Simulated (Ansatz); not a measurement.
C2H5GeNS, SMILES `C#[C][GeH]([NH2])[SH]` at its PBE0-D4/def2-TZVP geometry, where that method's forces vanish. Charge 0, multiplicity 1.

```xyz
10

C     0.0203    1.9243    1.5628
C    -0.0634    1.1159    0.6718
Ge   -0.1909   -0.1803   -0.7253
N    -0.8186   -1.8146   -0.2135
S     1.8750   -0.5578   -1.4327
H     0.0927    2.6391    2.3505
H    -1.1292    0.3547   -1.8131
H    -1.8103   -1.8456   -0.0219
H    -0.3138   -2.2347    0.5545
H     2.3381    0.5990   -0.9330
```

(1) What forces (eV/Å) does PBE-D4/def2-TZVPP give on these atoms in the Gaussian-basis code of Ansatz? (Estimate.)

## Answers

(1) The calculation gave: 
```
C1   0.065  0.625  0.696
C2  -0.060 -0.610 -0.718
Ge3 -0.011  0.272 -0.004
N4   0.022 -0.268 -0.250
S5   0.187 -0.293 -0.200
H6   0.013  0.141  0.160
H7  -0.119  0.045 -0.124
H8  -0.336 -0.006  0.070
H9   0.167 -0.126  0.266
H10  0.072  0.220  0.104
```
